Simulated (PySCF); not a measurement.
## MF for M along group 15

CCSD(T) with double-zeta basis sets in PySCF, for the lowest determinant that a PBE0 search found; no spin–orbit coupling. De refers to high-spin ground-configuration atoms.

```
 M     basis  reference, frozen orbitals  state (unpaired electrons)  Re (Å)  ωe (cm⁻¹)  De (eV)
As  def2-SVP                     UHF, 10              triplet (π ↑↑)   1.761        688     3.46
Bi  def2-SVP                      UHF, 5              triplet (π ↑↑)   2.055        564     3.03
```

(1) The row for M = Sb is missing. Estimate Re, ωe and De as the mean of the rows for As and Bi, and compare with the calculation.

Correlated steps freeze the inner cores (5 to 10 orbitals); shallow outer-core shells are correlated. Correlated levels converge slowly with the basis: in double zeta they bind strong bonds too weakly, by up to about 1 eV, and carry superposition errors of some tenths. Spin–orbit coupling is left out, which matters for elements this heavy, above all for dissociation energies. States were picked by a PBE0 search and need not be the measured ground states.

Results:

(1) The means are 1.908 Å, 626 cm⁻¹ and 3.25 eV. UHF-CCSD(T) in def2-SVP gives SbF as a triplet (π ↑↑) with Re = 1.956 Å, ωe = 617 cm⁻¹, De = 3.29 eV, so the estimate is off by -4.8 pm, +1 % and -0.05 eV.
